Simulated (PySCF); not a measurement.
Zr(Me)(H)3 (CH6Zr), SMILES [ZrH3][CH3], multiplicity 1. Atoms are numbered in the order given.

```xyz
8

Zr     0.0000     0.0000     0.3659
C      0.0000     0.0000    -1.8081
H     -0.8976    -0.5182    -2.1920
H      0.8976    -0.5182    -2.1920
H      0.0000     1.0364    -2.1920
H     -1.5375    -0.8877     0.9299
H      1.5375    -0.8877     0.9299
H      0.0000     1.7753     0.9299
```

Geometry: PBE-D3(BJ)/def2-TZVP. The spin state was assumed, not searched. The structure was generated by enumeration; whether it is a known compound was not checked. The def2 effective core potentials stand for the cores of Zr; spin–orbit coupling is left out.

The numbers are results of PBE-D3(BJ)/def2-TZVP (PySCF 2.14.0), not measurements.

Frequencies are harmonic and unscaled.

Modes within 1.5 cm⁻¹ of each other (mostly degenerate sets) share a row, with their intensities summed.

Computed harmonic wavenumbers and intensities:
| mode | ν (cm⁻¹) | IR (km/mol) | moving atoms (share of kinetic energy) |
|---|---|---|---|
| 1 | 146 | 0.0 | H 100 % |
| 2–3 | 247 | 10.7 | H 98 % |
| 4 | 467 | 10.8 | H 57 %, C 39 % |
| 5–6 | 473 | 92.9 | H 81 %, C 15 % |
| 7 | 567 | 268.2 | H 64 %, C 23 %, Zr 12 % |
| 8–9 | 611 | 123.4 | H 99 % |
| 10 | 1099 | 13.7 | H 76 %, C 24 % |
| 11–12 | 1351 | 18.2 | H 94 % |
| 13–14 | 1619 | 943.2 | H 98 % |
| 15 | 1659 | 147.5 | H 100 % |
| 16 | 2918 | 1.2 | H 98 % |
| 17–18 | 3011 | 5.0 | H 91 %, C 9 % |
